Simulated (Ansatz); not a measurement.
Input for Ansatz (a quantum-chemistry and plane-wave program): R-BHLYP/def2-TZVPP on ZrO, 2S+1 = 1, a spin state set in the input, which need not be the lowest, a point of a bond scan (R = 1.705 Å). Elements past Kr take the def2 small-core potentials; no spin–orbit coupling.

Ansatz 0.2 input:
```yaml
crystal:
  periodic: [false, false, false]
  atoms:
    - {symbol: Zr, position_ang: [0.00000000, 0.00000000, 0.00000000]}
    - {symbol: O, position_ang: [0.00000000, 0.00000000, 1.70469200]}
basis:
  gaussian:
    orbitals: def2-TZVPP
    pivot_positions_ang: [[0.00000000, 0.00000000, 0.00000000], [0.00000000, 0.00000000, 1.70469200]]
hamiltonian:
  xc: {name: BHLYP}
output: {forces: true, orbitals: {seedname: ./end}}
```

The head of its log:

```
WARN ansatz: RAYON_NUM_THREADS=1 ignored (pool sized by the plan → 1); use --threads N
Functional definition: BHLYP
integrals: 0.02 GiB planned
587 factors; their error is unknown
mean field: 0.21 GiB planned
mean field evaluation 1: about -3312.7920 eV, gradient 7.4e1 eV
mean field evaluation 2: about -3193.2948 eV, gradient 2.3e2 eV
```

### Question
Predict the final total energy.

### Answer
-122.1430 hartree.
